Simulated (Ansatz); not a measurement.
Species: sum formula AlNH₂F₂, net charge 0, singlet state. 
Geometry from a B3LYP-D3(BJ)/def2-TZVP (Ansatz, a program for electronic structure) optimisation:
SMILES: [F][Al]([F])[NH2]
```xyz
6

N     -1.6977    -0.1534    -0.0220
Al     0.0437     0.0040     0.0006
F      0.7548     1.4844    -0.0977
F      1.0059    -1.3253     0.1205
H     -2.3392     0.6196    -0.0934
H     -2.1919    -1.0290     0.0347
```
Charge 0, spin multiplicity 1.

Property: vertical triplet-singlet gap (E(triplet) - E(singlet); each state is the SCF solution reached for its spin), in eV. Cores are frozen in the correlated levels unless marked. UHF or UKS for open shells. Spin-orbit coupling is left out. Non-relativistic. CBS(X,Y): correlation extrapolated as X^-3; Hartree-Fock from the larger set.

```
level                                         program  vertical triplet-singlet gap (eV)
--------------------------------------------  -------  ---------------------------------
PBE/def2-TZVPD                                 Ansatz                               5.29
r2SCAN/def2-TZVPD                              Ansatz                               5.36
B3LYP/def2-TZVPD                               Ansatz                                  …
PBE0/def2-TZVPD                                Ansatz                               5.39
wB97X-V/def2-TZVPD                             Ansatz                               5.82
B2PLYP/def2-TZVPD                              Ansatz                                  …
SCS-MP2/aug-cc-pV(D+d)Z                        Ansatz                               5.82
SCS-MP2/aug-cc-pV(Q+d)Z                        Ansatz                               5.99
CCSD/aug-cc-pV(T+d)Z                           Ansatz                                  …
CCSD/aug-cc-pV(Q+d)Z                           Ansatz                               5.67
CCSD(T)/CBS(aug-cc-pV(T+d)Z,aug-cc-pV(Q+d)Z)   Ansatz                                  …
```

Problem. Complete the blanks.

Solution. 
- B3LYP/def2-TZVPD, vertical triplet-singlet gap (eV): 5.41
- B2PLYP/def2-TZVPD, vertical triplet-singlet gap (eV): 5.56
- CCSD/aug-cc-pV(T+d)Z, vertical triplet-singlet gap (eV): 5.63
- CCSD(T)/CBS(aug-cc-pV(T+d)Z,aug-cc-pV(Q+d)Z), vertical triplet-singlet gap (eV): 5.73
